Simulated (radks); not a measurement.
Results of a calculation; reference values are marked as such.
Valence configurations of Se+ (all share [Ar]). Level of theory: scalar-relativistic Kohn-Sham, PBE, spin-polarised, spherical densities, finite nucleus; open shells are filled with parallel spins first; Fermi nuclear charge, rms radius 4.14 fm (a radial shooting solver on a logarithmic mesh with Libxc functionals). Energies are relative to 3d10 4s2 4p3; eigenvalues in eV for spin up.

| valence | E (eV) | moment (Bohr magnetons) | e(3d) | e(4p) | e(4s) |
|---|---|---|---|---|---|
| 3d10 4s2 4p3 | 0.000 | 3 | -63.474 | -16.404 | -27.861 |
| 3d10 4s1 4p4 | 11.503 | 3 | -65.167 | -17.137 | -28.845 |
| 3d9 4s2 4p4 | 53.931 | 3 | -76.405 | -18.039 | -30.445 |
| 3d9.5 4s2 4p3.5 | 25.851 | 3 | -69.885 | -17.237 | -29.177 |
| 3d10 4p5 | 25.092 | 1 | -66.797 | -17.153 | - |
| 3d9 4s1 4p5 | 66.250 | 3 | -77.981 | -18.717 | -31.345 |
| 3d9 4p6 | 79.933 | 1 | -79.367 | -18.562 | - |

NIST lists [Ar] 3d10 4s2 4p3 as the ground configuration; this level of theory agrees among the configurations tried. The energies are those of spherical high-spin densities, not of single terms.
